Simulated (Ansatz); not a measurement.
```xyz
4

Si    0.0000    0.0000    0.0858
H     1.5384    0.0000   -0.4006
H    -0.7692    1.3323   -0.4006
H    -0.7692   -1.3323   -0.4006
```

Basis set: def2-TZVP (spherical functions). Left uncorrelated: 5 orbitals. Charge 0, multiplicity 2.

Computed with Ansatz (development build ahead of 0.2.0); each method stands on the lowest determinant of its kind that the runs found.

Task: Give the atomization energy at this shape (free ground-state atoms in the same class of orbitals less the molecule, no zero-point energy) of doublet SiH3 by UHF-MP2, UHF.

Result:

```json
{"method": "UHF-MP2", "atomization energy": "202.49 kcal/mol"}
{"method": "UHF", "atomization energy": "169.22 kcal/mol"}
```

Caution: the shape is not the minimum.
